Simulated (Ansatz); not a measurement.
`[Cl][InH2]`, relaxed with RKS PBE0-D4/def2-TZVP in Ansatz 0.2.0 from a PBE-D4/def2-SVP geometry. The force threshold is 0.005 eV/Å; the program also tests the step.

Charge 0, multiplicity 1. In takes the def2 core potential.

Start:

```xyz
4

Cl   -1.945   -0.620   -0.555
In    0.247    0.078    0.070
H     0.783   -0.673    1.531
H     0.915    1.215   -1.047
```

(1) By how much does the energy fall, and how many steps does the optimiser take? (Best estimate.)

(2) Which bonds change most? (Best estimate.)

(3) Give the relaxed structure. (Estimate.)

Results:

(1) Computed: 0.40 kcal/mol, in 3 steps.

(2) Computed: Cl1–In2 from 2.384 to 2.343 Å; In2–H3 from 1.728 to 1.705 Å; In2–H4 from 1.727 to 1.705 Å.

(3) Ansatz gave: 
```xyz
4

Cl   -1.915   -0.611   -0.546
In    0.239    0.076    0.068
H     0.773   -0.663    1.509
H     0.903    1.197   -1.031
```
